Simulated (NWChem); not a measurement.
# What each level costs for hydrogen iodide (HI)

```
I
H 1 1.6328
```
Charge 0, spin multiplicity 1.

Program: NWChem. All single points use one geometry, from PBE/def2-SVP with def2 effective core potentials on I, a minimum by its harmonic frequencies.

Basis set: def2-QZVP (112 functions). Each entry is one whole single-point run; the coupled-cluster runs use the TCE module, and the SCF and DFT modules converge to different thresholds.

Effective core potentials replace the inner electrons of I; spin-orbit coupling is left out. The correlated methods keep 4 core orbitals frozen. B3LYP has NWChem's definition, with VWN1-RPA local correlation.

Roughly how much processor time does each of these take, relative to RHF: MP2, B2PLYP, PBE, B3LYP, LDA (SVWN5), CR-CCSD(T)?

PBE about the same, within a factor of 3; B3LYP about the same, within a factor of 3; LDA (SVWN5) about the same, within a factor of 3; MP2 about the same, within a factor of 3; B2PLYP about the same, within a factor of 3; CR-CCSD(T) about 10 (rough ratios from shared machines).
